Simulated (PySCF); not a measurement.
## [MoO2]2+: one-bond stretch

Computed with PySCF, PBE0, basis Mo def2-TZVP with ECP28, O def2-TZVP (scalar-relativistic core potentials, no spin–orbit coupling, density fitting).

Rigid scan from the singlet minimum (Mo–O 1.605 Å (×2); O–Mo–O 101.3°). Coordinate: the bond from Mo to the last atom (O) scaled, the rest fixed. Energies in kJ/mol from the minimum.

(1) Predict the curve at 0.92, 0.96, 1.00, 1.05, 1.12, 1.20, 1.35, 1.55, 1.80, 2.20.

Results:

(1) 
```tsv
scale of one bond	E (kJ/mol)	dipole size (D, about the centre of mass)
0.92	67.5	3.82
0.96	15.0	3.90
1.00	0.0	3.96
1.05	18.0	4.02
1.12	85.3	4.06
1.20	189.8	4.05
1.35	389.1	3.87
1.55	576.5	–
1.80	679.6	–
2.20	734.2	–
```

At long bonds a restricted determinant can lie too high, and another spin state can fall below this curve.

Other isomers or separated fragments may lie lower.
